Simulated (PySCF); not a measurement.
Which determinant of HgI⁺ lies lowest?

Unrestricted PBE0; PySCF, scalar-relativistic core potentials, basis sets Hg def2-SVP with ECP60, I def2-SVP with ECP28. Outer shells of the fragments: Hg+ 5d10 6s1; I 4d10 5s2 5p5.

Followed along the bond (rough minima from three points):

| 2Ms+1 | unpaired | ⟨S²⟩ at the start | R at minimum (Å) | Te (eV) |
| --- | --- | --- | --- | --- |
| 1 | none | 0.00 | 2.61 | 0.00 |
| 3 | σ ↑, π ↑ | 2.00 | 3.06 | 0.56 |
| 1 | σ ↓, π ↑ | 1.00 | 3.05 | 0.72 |

Solutions found at the starting distance of 2.785 Å, counted from the lowest of them; the search is not exhaustive and high or unbound solutions are not listed, so other states can lie among these:

```
2Ms+1  unpaired   term  E (eV)  ⟨S²⟩  ⟨Lz²⟩  μ (D)
    1      none    ¹Σ⁺    0.00  0.00   0.00  -2.41
    3  σ ↑, π ↑     ³Π    0.54  2.00   1.00   1.23
    1  σ ↓, π ↑  mixed    0.69  1.00   1.00   0.99
    3      σ ↑↑    ³Σ⁺    2.47  2.00   0.00  -2.04
    3      π ↑↑    ³Σ⁻    3.28  2.00   0.00   6.74
    1      π ↑↓  mixed    3.67  1.01   2.01   6.59
```

A term symbol is given only where ⟨S²⟩ and ⟨Lz²⟩ are close to those of a pure state; real π, δ and φ orbitals otherwise mix terms. A positive dipole points towards I; it is taken about the centre of mass and depends on that origin.

Spin–orbit coupling is left out. Counting both spins, an empty level lies below a filled one in some of these solutions, because spin and occupation are held.
